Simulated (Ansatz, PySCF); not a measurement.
Molecule (SMILES): C=C(F)F.
Geometry (B3LYP-D3(BJ)/def2-TZVP, fixed):
```xyz
6

C      1.3666    -0.1842    -0.0960
C      0.0659    -0.0089    -0.0046
F     -0.8303    -0.9779     0.0790
F     -0.5461     1.1633     0.0177
H      2.0191     0.6710    -0.1597
H      1.7731    -1.1820    -0.1067
```
Charge 0, spin multiplicity 1.

Near-linear dependence at HF/d-aug-cc-pVDZ with PySCF (spherical functions, density fitting): canonical orthogonalisation drops combinations whose overlap eigenvalue lies under the threshold. The set has 154 functions.

```csv
threshold,orbitals kept,energy minus last row (mEh)
1e-3,…,…
1e-4,…,…
1e-5,…,…
1e-6,154,0.000
1e-7,154,0.000
1e-9,154,0.000
```

Problem. Complete the blanks.

Solution. 
- 1e-3, orbitals kept: 141
- 1e-3, energy minus last row (mEh): 1.666
- 1e-4, orbitals kept: 149
- 1e-4, energy minus last row (mEh): 0.324
- 1e-5, orbitals kept: 153
- 1e-5, energy minus last row (mEh): 0.138

The smallest overlap eigenvalue is 3.1e-06. Ansatz (a first-principles code) at its default drops 0 functions.
